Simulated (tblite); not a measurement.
C7H11FSi.
Structure used (GFN2-xTB), in Å, numbered top down from 1:
```xyz
20
C7H11FSi angstrom
C     -1.9438    1.0811   -0.4409
C     -1.1473   -0.1921   -0.7380
C     -1.7588   -1.3973   -0.0188
C      0.2939   -0.0181   -0.3481
C      1.3261   -0.0874   -1.2073
Si     2.9629    0.1824   -0.3267
C      1.9554    0.3794    1.2722
F      2.4473    0.6249    2.5058
C      0.6466    0.2451    1.0460
H     -2.9649    0.9773   -0.8016
H     -1.9773    1.2779    0.6278
H     -1.4871    1.9370   -0.9335
H     -1.1843   -0.3783   -1.8176
H     -1.7875   -1.2347    1.0560
H     -1.1723   -2.2924   -0.2155
H     -2.7758   -1.5648   -0.3671
H      1.1685   -0.2771   -2.2563
H      3.8382   -0.9869   -0.2767
H      3.6626    1.4146   -0.6845
H     -0.1076    0.3201    1.8132
```

All values are computed: GFN2-xTB (tblite) harmonic vibrations without scaling, gas phase. This tight-binding method is rough: wavenumbers can miss measured ones by several per cent, in bad cases by 10 to 20. Modes of hydrogen on silicon can be 10 to 20 % off. One conformer, not necessarily the lowest.

Harmonic wavenumbers (cm⁻¹): 49.3, 99.2, 171.6, 184.6, 194.6, 219.9, 283.4, 288.7, 307.1, 325.2, 420.2, 474.9, 484.0, 535.7, 549.6, 624.8, 627.8, 637.5, 752.2, 781.2, 819.4, 864.4, 883.3, 946.6, 959.1, 985.9, 1042.5, 1128.3, 1131.0, 1148.4, 1182.1, 1229.4, 1310.5, 1316.9, 1338.5, 1403.1, 1417.6, 1494.1, 1495.7, 1503.1, 1505.6, 1570.5, 1634.6, 2274.6, 2276.5, 2928.1, 3026.4, 3030.9, 3031.2, 3033.8, 3040.1, 3042.6, 3093.0, 3094.7.

A = 2294, B = 860.0, C = 728.4 MHz; mass 142.061 u (most abundant isotopes); point group Cs, symmetry number 1.

Question: What is the zero-point energy?

Answer: ½Σν̃ = 34097 cm⁻¹ = 97.49 kcal/mol.

Question: What is S at 500 K and 1 bar for an ideal gas of classical rigid rotors and harmonic oscillators?

Answer: Translation 43.36, rotation 31.33, vibration 51.74: S = 126.4 cal/(mol K).

Question: And Cp and H(500 K) − H(0)?

Answer: Cp = 61.47 cal/(mol K), of which vibrations give 53.52 (their classical limit is 54 R = 107.3); H(500 K) − H(0) = 17.84 kcal/mol without the zero-point energy, 13.87 from vibrations.

Question: Which modes carry the vibrational entropy at 500 K?

Answer: 49.3 cm⁻¹: 5.87; 99.2 cm⁻¹: 4.49; 171.6 cm⁻¹: 3.41; 184.6 cm⁻¹: 3.27; 194.6 cm⁻¹: 3.17; 219.9 cm⁻¹: 2.93 cal/(mol K); the other 48 give 28.62 together.

Question: What must be added to the electronic energy to get the Gibbs energy at 500 K and 1 bar?

Answer: ZPE + [H(500 K) − H(0)] − T·S = 97.49 + 17.84 − 63.22 = 52.11 kcal/mol.

Question: How do the functions run with temperature in this model?

Answer: 
| T (K) | S (cal/(mol K)) | Cp (cal/(mol K)) | H − H(0) (kcal/mol) | G − H(0) (kcal/mol) | ln q(vib) |
| --- | --- | --- | --- | --- | --- |
| 150 | 77.4 | 24.8 | 2.31 | -9.31 | 2.45 |
| 250 | 92.9 | 36.6 | 5.39 | -17.84 | 5.10 |
| 298.15 | 99.8 | 42.1 | 7.28 | -22.48 | 6.42 |
| 400 | 113.7 | 52.7 | 12.12 | -33.36 | 9.28 |
| 600 | 138.3 | 68.7 | 24.36 | -58.62 | 14.85 |
| 900 | 169.4 | 84.1 | 47.49 | -104.93 | 22.73 |

q(vib) and H(0) count from the zero-point level.

Hindered rotation and anharmonicity are outside this model. Other conformers, if any are populated, would add a mixing term that is left out.
